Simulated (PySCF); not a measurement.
CdFH₃Si, SMILES [F][Cd][SiH3].

The structure is a stationary point at PBE0-D3(BJ)/def2-TZVP. The def2 effective core potentials stand for the cores of Cd; spin–orbit coupling is left out.

Level of theory: IEF-PCM-B3LYP/def2-SVP in PySCF.

The values are the electrostatic part of the solvation free energy, E(continuum) − E(gas) at the gas-phase geometry, in a cavity of scaled van der Waals radii (PySCF's table); cavitation and dispersion terms are not included. A continuum can't describe solvent molecules that bind to the metal. In vacuum the orbital gap is 6.85 eV. The dipole moment in vacuum is 2.66 D.

| solvent | ε | ΔG(elec) (kcal/mol) | dipole (D) | gap (eV) |
|---|---|---|---|---|
| water | 78.36 | -12.5 | 2.60 | 6.82 |
| n-hexane | 1.88 | -4.5 | 2.72 | 6.84 |
| ethanol | 24.85 | -12.0 | 2.61 | 6.82 |
